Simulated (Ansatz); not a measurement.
C$_{5}$H$_{13}$O$_{3}$Si, charge -2, doublet, at a GFN2-xTB geometry of the parent state (a state made from the parent by changing its charge; the spin is typed, not shown lowest) (a gas-phase anion, which may not be bound at this level); Ansatz (an electronic-structure program) with SVWN5/STO-3G.

Input for Ansatz:
Ansatz 0.2 input:
```yaml
crystal:
  periodic: [false, false, false]
  atoms:
    - {symbol: C, position_ang: [2.92237817, 0.77398995, 1.61569906]}
    - {symbol: C, position_ang: [1.75021911, 0.94838033, 0.65023677]}
    - {symbol: O, position_ang: [1.03712370, -0.22570211, 0.53698829]}
    - {symbol: Si, position_ang: [0.10784609, -0.47823080, -0.86526091]}
    - {symbol: C, position_ang: [-0.21174944, -2.35403377, -0.65381762]}
    - {symbol: O, position_ang: [0.68187867, 0.05422460, -2.18509740]}
    - {symbol: O, position_ang: [-1.37181797, 0.26404594, -0.50486121]}
    - {symbol: C, position_ang: [-1.99080766, 0.14018962, 0.72199188]}
    - {symbol: C, position_ang: [-2.95457950, 1.30613660, 0.94841538]}
    - {symbol: H, position_ang: [3.48112462, 1.70438206, 1.70950690]}
    - {symbol: H, position_ang: [2.55665386, 0.47649589, 2.59704553]}
    - {symbol: H, position_ang: [3.58342059, -0.00557516, 1.24481265]}
    - {symbol: H, position_ang: [2.12242612, 1.25824295, -0.33576570]}
    - {symbol: H, position_ang: [1.09364176, 1.75928563, 1.01732655]}
    - {symbol: H, position_ang: [0.61168567, -2.93635489, -1.05632001]}
    - {symbol: H, position_ang: [-0.35797720, -2.65468096, 0.38066677]}
    - {symbol: H, position_ang: [-1.10448079, -2.62679921, -1.21217603]}
    - {symbol: H, position_ang: [-2.55752204, -0.80827856, 0.77143532]}
    - {symbol: H, position_ang: [-1.24877414, 0.12061528, 1.53558720]}
    - {symbol: H, position_ang: [-3.69939736, 1.32640823, 0.15577847]}
    - {symbol: H, position_ang: [-3.45596206, 1.20866755, 1.91146958]}
    - {symbol: H, position_ang: [-2.40492344, 2.24429829, 0.92289512]}
basis:
  gaussian:
    orbitals: STO-3G
hamiltonian:
  xc: {name: SVWN5}
total_charge: -2
magnetization: {spin_polarized: false, initial_magnetization: 1}
```

Q: Write the output that Ansatz gives for this input, abridged.

A: 
```
Functional definition: SVWN5
864 factors; integrals over basis functions are off by at most 3.6e-5 eV
mean field evaluation 1: about -19022.4214 eV, gradient 4.0e1 eV
mean field evaluation 2: about -19022.2437 eV, gradient 4.0e1 eV
mean field evaluation 4: about -19028.0319 eV, gradient 1.7e1 eV
mean field evaluation 8: about -19029.0334 eV, gradient 3.2e0 eV
mean field evaluation 16: about -19029.0680 eV, gradient 3.2e-3 eV
mean field evaluation 32: about -19028.4965 eV, gradient 1.6e-1 eV
mean field evaluation 64: about -19004.3753 eV, gradient 4.6e1 eV
mean field -19029.06797607 eV, -699.3053497549 hartree, gradient 2.1e-5 eV, S^2 0.750000; 4 other end points of the search recorded, 0 dependent functions left out
reference -19029.06800621 eV, -699.3053508628 hartree; 42, 41 occupied and 20, 21 virtual orbitals, 864 factors
Total energy: -19029.06800621 eV, -699.3053508628 hartree
```
